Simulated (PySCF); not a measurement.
## Spinor energies of Os⁺ (osmium, charge +1)

Start: [Xe] 4f14 5d5 6s1 6p1; 5d5/2 filled at m_j = -3/2, -1/2, +1/2, +3/2, +5/2; 6s1/2 filled at m_j = +1/2; 6p3/2 filled at m_j = +3/2. Calculated with PySCF 2.14 in x2c-TZVPall-2c (11s11p10d2f, 108 functions): generalised Hartree-Fock with the X2C-1e Hamiltonian and a Gaussian nucleus; spin-orbit coupling (SO) screened by Boettger's factors. This is a chosen level, not necessarily the ground level.

```csv
spinor shell,electrons,"ε, screened SO (eV)",weight of nominal j (screened SO),"rms radius, screened SO (bohr)"
1s1/2,2,-74267.3,1.000,0.0201
2s1/2,2,-13087.6,1.000,0.0809
2p1/2,2,-12508.6,1.000,0.0687
2p3/2,4,-10971.7,1.000,0.0764
3s1/2,2,-3119.6,1.000,0.207
3p1/2,2,-2861.2,1.000,0.198
3d3/2,4,-2093.0,1.000,0.188
3d5/2,6,-2019.6,1.000,0.193
4s1/2,2,-702.40,1.000,0.459
4p1/2,2,-592.77,1.000,0.466
4p3/2,4,-511.79,1.000,0.499
4d3/2,4,-331.58,0.999,0.519
4d5/2,6,-315.99,0.999,0.531
5s1/2,2,-120.59,1.000,1.08
5p1/2,2,-85.463,0.916,1.20
4f5/2,6,-85.376,0.978,0.610
4f7/2,8,-82.431,0.983,0.610
5p3/2,4,-69.919,0.958,1.27
5d5/2,5,-25.654,0.519,1.79
6s1/2,1,-19.778,0.999,2.92
6p3/2,1,-11.903,1.000,3.75
```

Where does 3p3/2 lie, and what is the 3p spin-orbit splitting (screened SO)?

At -2520.7 eV, 340.57 eV above 3p1/2.

```csv
quantity,screened SO
E (hartree),-17263.35033
M_J,9/2
⟨J²⟩,24.762
⟨L²⟩,2.352
⟨S²⟩,15.541
```

Each row is a mean over spinors that exchange with the open shell spreads, by up to 9.743 eV (5p3/2).

Rows whose weight is well below 1 are mixtures of j = l ± 1/2: exchange outweighs spin-orbit coupling there, and the label is only the starting occupation.

Breit and QED terms are absent; they matter most for the inner s and p1/2 levels.

Densities and radii are taken from the X2C orbitals without a picture-change correction, which distorts them close to the nucleus.
